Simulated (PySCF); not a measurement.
Molecule: C2H8GeS, SMILES CS[CH2][GeH3]. Atoms near the plane z = 0.6 Å, at the GFN2-xTB optimised geometry (x, y, z in Å): S2 (2.0, -1.1, 0.0), C3 (0.2, -1.1, 0.0), Ge4 (-0.6, 0.7, 0.0), H9 (-0.1, -1.6, 0.9), H11 (0.2, 1.7, 0.9), H12 (-2.0, 0.7, 0.5).

Computed with PBE0/def2-TZVP (PySCF). The values are rescaled to run from 0 to 1.

```
|2222222222222222222222222|
|2222222222222222222222222|
|2222222222222222222222222|
|2222222222222222222222222|
|2222222222222222222222222|
|2222222233333322211111122|
|2222222345669942211111112|
|2222223479999993211111111|
|2222235799999993111111111|
|2222369999999973110001111|
|2222399999999973100000111|
|2222399999999963100000111|
|2222248999999964454200111|
|2222223469999999999931111|
|2222222346899999999982111|
|2222222334999999999993111|
|2222222234999999999972111|
|2222222234799999999821011|
|2222222233478644453100011|
|2222222223333322110000011|
|2222222222222221100000011|
|2222222222222211100000111|
|2222222222222211110001111|
|2222222222222211111111111|
|2222222222222211111111111|
```
Scale: ten equal steps from 0.000 (start of '0') to 1.00 (end of '9'), in the order '0123456789'; x runs from -4.50 to 4.50, y from -4.50 (bottom) to 4.50 (top).

Task: Which quantity is mapped?
A. electrostatic potential
B. an orbital amplitude
C. log10 of the electron density
D. electron localisation function

Result: A, electrostatic potential. In full: electrostatic potential (hartree/e), clipped to [-0.08, 0.12].
